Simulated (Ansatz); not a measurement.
Reaction (ligand exchange at the Si–O bond): `[SiH3][O][In]([SH])[O][SiH3]` + `[BH2][AlH][OH]` → `[BH2][AlH][O][SiH3]` + `[OH][In]([SH])[O][SiH3]`

Isolated molecules relaxed with PBE0-D4/def2-TZVP in Ansatz; ΔE leaves out vibrations. CCSD(T)/CBS adds triple-zeta CCSD(T) − MP2 to the extrapolated MP2 energy (def2 sets, frozen cores). Functionals use def2-TZVPP. Elements past krypton have def2 core potentials. For In outer-core shells are correlated without core-valence functions, which leaves a few kJ/mol of doubt a bond. Each species was taken in one conformer, which may not be the lowest.

`[SiH3][O][In]([SH])[O][SiH3]`:

Cartesian coordinates in Å:
```
Si 1.768 -1.624 -0.073
O 0.333 -1.702 0.703
In -1.292 -0.607 0.818
S -3.229 -1.304 1.936
O -1.204 1.145 -0.075
Si -0.065 2.047 -0.820
H 2.271 -3.006 -0.294
H 1.632 -0.949 -1.396
H 2.770 -0.869 0.730
H -3.865 -0.157 1.637
H -0.421 3.484 -0.680
H 0.020 1.713 -2.269
H 1.281 1.830 -0.216
```

`[BH2][AlH][OH]`:

Z-matrix (Å, degrees):
```
B
Al 1 2.121
H 1 1.199 2 122.7
H 1 1.199 2 122.7 3 -178.8
O 2 1.703 1 116.4 3 -90.7
H 2 1.595 1 125.1 3 89.3
H 5 0.956 2 123.0 1 179.9
```

`[BH2][AlH][O][SiH3]`:

```xyz
10

B     1.006    2.324    0.178
Al   -0.691    1.082    0.458
O    -0.550   -0.554    0.059
Si   -0.250   -2.088   -0.372
H     1.227    2.899   -0.851
H     1.821    2.513    1.038
H    -2.099    1.559    1.017
H    -1.131   -2.485   -1.503
H     1.167   -2.246   -0.800
H    -0.500   -3.003    0.775
```

`[OH][In]([SH])[O][SiH3]`:

Cartesian coordinates in Å:
```
O 2.745 0.733 1.523
In 0.857 0.720 0.982
S -0.872 2.044 1.864
O 0.487 -0.584 -0.465
Si -0.846 -1.020 -1.289
H 3.254 0.098 1.011
H -1.771 1.482 1.035
H -1.136 -2.467 -1.095
H -0.676 -0.756 -2.744
H -2.043 -0.250 -0.823
```

```tsv
level	ΔE (kcal/mol)
B2PLYP	-2.3
HF/def2-TZVPP	-2.0
```

Q: What does CCSD(T)/CBS give? (An estimate is asked.)

A: The calculation gave: -1.3 kcal/mol. The listed levels differ from it by -1.0, -0.7 kcal/mol.

Largest T1 diagnostic among the species: 0.016.

The D4 term adds +1.1 kcal/mol with B3LYP and +0.6 kcal/mol with PBE0; it sums over pairs of atoms, weighted by their polarisabilities, and B3LYP, whose exchange is more repulsive, gets the larger term.

B3LYP here is the variant with VWN-RPA as its local correlation; programs differ in this.
